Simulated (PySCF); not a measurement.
Species: Zr(OH)2Cl2 (singlet state).
Cartesian coordinates in Å at the PBE0-D3(BJ)/def2-SVP level; atoms count from 1:
```
atom  x, y, z in Å
Zr1   -0.327   -0.019   -0.206
O2    -0.255    0.326    1.656
H3    -0.170    0.478    2.596
O4     1.404   -0.259   -0.936
H5     2.299   -0.354   -1.262
Cl6   -1.371    1.810   -1.269
Cl7   -1.579   -1.982   -0.580
```

Theory: PBE0-D3(BJ)/def2-SVP geometry optimisation, gas phase, def2 core potentials past Kr (PySCF 2.14.0).

(1) Which atoms are bound to Zr1, and at what distances?

(2) List the angles at Zr1.

(3) What is the shape at Zr1?

(4) What are the other bond lengths?

(5) What are the rotational constants (commonest isotopes, rigid rotor)?

Answers

(1) 4 atoms: O2 1.894 Å, O4 1.894 Å, Cl7 2.358 Å, Cl6 2.358 Å. The nearest atom not counted as bound is H3, at 2.85 Å (others tie with it).

(2) 
```tsv
angle	degrees	distance of the outer atoms (Å)
O2–Zr1–O4	111.5	3.13
Cl6–Zr1–Cl7	109.8	3.86
O4–Zr1–Cl6	109.2	3.48
O2–Zr1–Cl7	109.1	3.47
O2–Zr1–Cl6	108.6	3.46
O4–Zr1–Cl7	108.6	3.46
```

(3) Tetrahedral: angles from 108.6° to 111.5°; τ4 = (360° − α − β)/141° = 0.98 with α and β the two widest (0 for a square, 1 for a tetrahedron).

(4) O2–H3, O4–H5 0.957 Å.

(5) A = 2082, B = 1445, C = 1222 MHz: an asymmetric top.

Point group: C2v (tolerance 0.08 Å). Charge 0, singlet. Not checked by PBE0-D3(BJ)/def2-SVP frequencies.
